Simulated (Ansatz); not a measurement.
System: MgI, charge 0, multiplicity 2. 
Geometry from a B3LYP-D3(BJ)/def2-TZVP (Ansatz, a quantum-chemistry and plane-wave program) optimisation:
```xyz
2

Mg     0.0000     0.0000    -2.1254
I      0.0000     0.0000     0.4812
```
Charge 0, spin multiplicity 2.

Property: vertical electron affinity (to the singlet state of charge -1; a negative value means that the extra electron is unbound and the number depends on the basis; each state is the SCF solution reached for its spin; for the singlet the Hartree-Fock reference is unstable and T1 is 0.015), in eV. Correlated levels leave the core frozen unless marked. UHF or UKS for open shells. No spin-orbit coupling. Frozen are the shells of the preceding noble gas and the d and f shells that filled before the atom's block. In def2 rows, elements after Kr have scalar-relativistic effective core potentials. Anions need diffuse functions: def2-D sets add few. CBS(X,Y): correlation extrapolated as X^-3; Hartree-Fock from the larger set.

```tsv
level	program	vertical electron affinity (eV)
SVWN5/def2-TZVPD	Ansatz	1.67
PBE/def2-TZVPD	Ansatz	1.52
r2SCAN/def2-TZVPD	Ansatz	1.38
B3LYP/def2-TZVPD	Ansatz	1.59
PBE0/def2-TZVPD	Ansatz	1.50
BHLYP/def2-TZVPD	Ansatz	1.45
CAM-B3LYP/def2-TZVPD	Ansatz	1.57
wB97M-V/def2-TZVPD	Ansatz	1.60
CCSD/def2-SVPD	Ansatz	1.49
CCSD/def2-TZVPPD	Ansatz	1.50
CCSD/def2-QZVPPD	Ansatz	1.54
CCSD/CBS(def2-TZVPPD,def2-QZVPPD)	Ansatz	1.56
CCSD(T)/def2-SVPD	Ansatz	1.51
CCSD(T)/CBS(def2-TZVPPD,def2-QZVPPD)	Ansatz	1.60
```
